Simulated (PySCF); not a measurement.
A structure optimised at PBE-D3(BJ)/def2-TZVP, used in a PySCF frequency run:

```xyz
7

O      0.0000     0.0000     0.0000
B      0.0000     0.0000    -1.3401
H     -0.7496     0.7496    -1.9094
H      0.7496    -0.7496    -1.9094
B      0.0000     0.0000     1.3401
H     -0.7496    -0.7496     1.9094
H      0.7496     0.7496     1.9094
```

**Question.** Write its SMILES, formula and point group.

**Answer.** BOB, B2H4O, D2d

**Question.** What are its rotational constants (standard atomic weights)?

**Answer.** 111.54, 9.0577, 9.0577 GHz
